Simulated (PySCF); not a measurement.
SMILES F[Se][SeH], CAM-B3LYP/def2-SVP optimised geometry.

```
4

Se    -0.65    -1.12     0.00
F      1.12    -1.12     0.00
Se    -1.12     1.12     0.00
H     -1.10     1.33    -1.46
```

Density from CAM-B3LYP/def2-TZVP (PySCF) at that geometry.

Minimum of the electron density along straight lines between bonded atoms, close to the bond critical point (lines longer than 1.1 times the sum of covalent radii, or with two minima, are not listed):

| bond | length / Å | ρ at the minimum / e bohr⁻³ | ∇²ρ there / e bohr⁻⁵ | position (fraction from the first atom) |
|---|---|---|---|---|
| Se1–F2 | 1.771 | 0.153 | 0.32 | 0.47 |
| Se1–Se3 | 2.285 | 0.116 | -0.06 | 0.50 |
| Se3–H4 | 1.476 | 0.177 | -0.34 | 0.63 |
